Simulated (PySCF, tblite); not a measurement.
Compound: C5H6OSi.
Structure used (GFN2-xTB), in Å, numbered top down from 1:
```xyz
13
C5H6OSi angstrom
C      2.9352   -1.0033   -0.3502
C      2.0695   -0.2303   -0.0363
Si     0.7516    0.9779    0.4515
C     -0.8866    0.0319    0.2618
C     -1.0412   -1.2293   -0.1373
C     -2.0427    0.8486    0.6110
O     -1.9461    1.9946    0.9783
H      3.6919   -1.6811   -0.6263
H      0.7717    2.1122   -0.4732
H      0.9391    1.3548    1.8533
H     -2.0175   -1.6885   -0.2156
H     -0.1963   -1.8453   -0.3982
H     -3.0328    0.3584    0.5202
```

Level of theory: CAM-B3LYP/def2-SVPD in PySCF (dipole) on a GFN2-xTB geometry, gas phase.

Take the most abundant isotopes and a rigid rotor. The values belong to one conformer with, in the numbering `[CH:1]#[C:2][SiH2:3][C:4](=[CH2:5])[CH:6]=[O:7]`, C2–Si3–C4–C5 0°, Si3–C4–C6–O7 0°.

Question: Give the principal moments of inertia and the rotational constants in GHz.

Answer: Ia = 107.41, Ib = 382.27, Ic = 483.62 u·Å²; 505379 MHz·u·Å²/I gives 4705, 1322 and 1045 MHz, that is A = 4.7049, B = 1.3221, C = 1.0450 GHz.

Question: What kind of rotor is it?

Answer: An asymmetric top: κ = (2 × 1322 − 4705 − 1045)/(4705 − 1045) = -0.85.

Question: Is it planar, by Δ = Ic − Ia − Ib?

Answer: Not planar: Δ = Ic − Ia − Ib = -6.06 u·Å². For a rigid frame Δ = −2 Σ m c², so Σ m c² = 3.03 u·Å² lies off the ab plane, practically all of it from hydrogen. The atom farthest from that plane is 1.23 Å away.

Question: Give the other two planar moments, Paa and Pbb, and the rms extents of the mass along the axes.

Answer: Paa = Σ m a² = (Ib + Ic − Ia)/2 = 379.23 and Pbb = Σ m b² = (Ia + Ic − Ib)/2 = 104.38 u·Å². With the mass M = 110.02 u, the rms extents √(P/M) along a, b and c are 1.86, 0.97, 0.17 Å.

Question: List the rotational levels J(Ka,Kc) to J = 3 (K).

Answer: Above 0(0,0), as E/k:
J = 1: 1(0,1) 0.114, 1(1,1) 0.276, 1(1,0) 0.289
J = 2: 2(0,2) 0.340, 2(1,2) 0.490, 2(1,1) 0.530, 2(2,1) 1.017, 2(2,0) 1.018
J = 3: 3(0,3) 0.678, 3(1,3) 0.810, 3(1,2) 0.890, 3(2,2) 1.358, 3(2,1) 1.362, 3(3,1) 2.203, 3(3,0) 2.203

Question: Which lines would a microwave search look for?

Answer: The dipole components are |μa| = 1.57 D, |μb| = 2.96 D, |μc| = 0.00 D; the mirror of this Cs structure is the ab plane, so μc vanishes by symmetry and there are no c-type lines. The squared components, which scale the intensities, stand as 0.28 : 1.00 (a : b). Some lines, for components of 0.1 D or more:

```csv
type,branch,"J(Ka,Kc)",MHz,lower level (cm⁻¹)
a,Q,"2(1,1) ← 2(1,2)",831,0.340
b,R,"2(0,2) ← 1(1,1)",1335,0.192
a,R,"1(0,1) ← 0(0,0)",2367,0.000
b,Q,"1(1,0) ← 1(0,1)",3660,0.079
b,R,"3(0,3) ← 2(1,2)",3914,0.340
b,Q,"2(1,1) ← 2(0,2)",3953,0.236
b,Q,"3(1,2) ← 3(0,3)",4423,0.471
a,R,"2(1,2) ← 1(1,1)",4457,0.192
a,R,"2(0,2) ← 1(0,1)",4718,0.079
a,R,"2(1,1) ← 1(1,0)",5011,0.201
b,R,"1(1,1) ← 0(0,0)",5750,0.000
a,R,"3(1,3) ← 2(1,2)",6676,0.340
a,R,"3(0,3) ← 2(0,2)",7036,0.236
a,R,"3(2,2) ← 2(2,1)",7101,0.707
a,R,"3(2,1) ← 2(2,0)",7166,0.707
a,R,"3(1,2) ← 2(1,1)",7506,0.368
b,R,"2(1,2) ← 1(0,1)",7840,0.079
b,R,"3(1,3) ← 2(0,2)",9798,0.236
b,Q,"3(2,1) ← 3(1,2)",9825,0.619
b,Q,"2(2,0) ← 2(1,1)",10165,0.368
b,Q,"2(2,1) ← 2(1,2)",10980,0.340
b,Q,"3(2,2) ← 3(1,3)",11405,0.563
b,Q,"3(3,1) ← 3(2,2)",17617,0.944
b,R,"3(2,1) ← 2(1,2)",18162,0.340
b,R,"3(3,1) ← 2(2,0)",24702,0.707
b,R,"3(3,0) ← 2(2,1)",24719,0.707
```

Question: Estimate the classical rotational partition function at 25 K, 100 K and 500 K.

Answer: Point group Cs, symmetry number σ = 1; q = (√π/σ)·√((kT/h)³/(ABC)), k/h = 20836.6 MHz/K: 8270 at 25 K, 66100 at 100 K, 739000 at 500 K.

Its GFN2-xTB frequencies are all real (lowest 42 cm⁻¹). No vibrational averaging or centrifugal distortion is included, and the geometry carries the error of its method.
